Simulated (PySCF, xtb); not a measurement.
Al(OH)3 (AlH3O3), SMILES [Al]([OH])([OH])[OH]. Other conformers were not sampled.

Harmonic wavenumbers (cm⁻¹) from xtb with GFN2-xTB at its own minimum, in rising order: 204, 205, 298, 380, 380, 393, 440, 441, 447, 674, 906, 907, 3764, 3765, 3765.

Q: What does PySCF with B3LYP-D3(BJ)/def2-SVP give at its own minimum? (The exact figures need the calculation; the answer reports its results.)

A: 233, 234, 280, 323, 338, 339, 584, 602, 602, 707, 957, 957, 3924, 3924, 3926. Paired by order, the mean absolute difference is 87 cm⁻¹ and the zero-point energies are 24.3 and 25.6 kcal/mol.
